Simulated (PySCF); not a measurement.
This PySCF input asks for the NMR shieldings of SMILES C=C(SCSC)B(Cl)Cl, C$_{4}$H$_{7}$BCl$_{2}$S$_{2}$; the geometry comes from GFN2-xTB.

```python
import basis_set_exchange as bse
import numpy as np
from pyscf import gto, dft
from pyscf.prop import nmr

atoms = """
C    -1.960501   -0.721440    1.328167
C    -1.728179    0.183036    0.368250
S    -0.205023    0.288735   -0.530464
C     0.822777   -1.039718    0.215316
S     2.411849   -1.185431   -0.625127
C     3.142724    0.406181   -0.155552
B    -2.779583    1.254953   -0.068198
Cl   -4.323546    1.305780    0.678646
Cl   -2.404106    2.397893   -1.290533
H    -2.911905   -0.729201    1.831720
H    -1.248766   -1.462900    1.643070
H     0.315397   -1.992903    0.085522
H     0.985364   -0.810895    1.267630
H     3.234149    0.461476    0.925632
H     2.518026    1.209651   -0.534180
H     4.123723    0.443728   -0.616344
"""
names = dict.fromkeys(["C", "S", "B", "Cl", "H"], "pcSseg-1")
basis = {el: gto.basis.parse(bse.get_basis(n, elements=[el], fmt="nwchem")) for el, n in names.items()}
mol = gto.M(atom=atoms, basis=basis, charge=0, verbose=0)
mf = dft.RKS(mol, xc="PBE0")
mf.grids.level = 2
mf.grids.alignment = dft.numint.BLKSIZE   # the property module wants whole blocks of grid points
mf.conv_tol = 1e-9
mf.kernel()

calc = nmr.RKS(mf)   # GIAO
C = mf.mo_coeff
Co = C[:, mf.mo_occ > 0]
resp = mf.gen_response(singlet=True, hermi=2)
def vind(x):   # induced exchange potential for any number of trial vectors
    d = np.einsum("pi,xij,qj->xpq", C, 2 * x.reshape(-1, C.shape[1], Co.shape[1]), Co, optimize=True)
    return np.einsum("xpq,pi,qj->xij", resp(d - d.transpose(0, 2, 1)), C, Co, optimize=True).ravel()
mo1, _ = nmr.rhf.solve_mo1(calc, with_cphf=vind)
sigma = calc.kernel(mo1)
for i, s in enumerate(sigma):   # ppm
    print("%2d %-2s %9.2f" % (i, mol.atom_pure_symbol(i), np.trace(s) / 3))
```

Task: What does it print?

Result: 
```
 0 C      54.56
 1 C      30.29
 2 S     424.90
 3 C     139.77
 4 S     555.96
 5 C     166.13
 6 B      48.40
 7 Cl    725.09
 8 Cl    692.56
 9 H      25.15
10 H      25.98
11 H      28.14
12 H      28.12
13 H      29.66
14 H      28.79
15 H      29.77
```

These numbers come from an equivalent density-fitted implementation of the same equations, which agrees with the script to about 0.01 ppm for H and up to a few tenths of a ppm for heavy atoms, so last digits may differ.

Size and cost of the density-fitted run: 216 basis functions, 110 s wall time on 1 thread of an Arm Neoverse N1, shared host; peak memory 0.99 GiB.
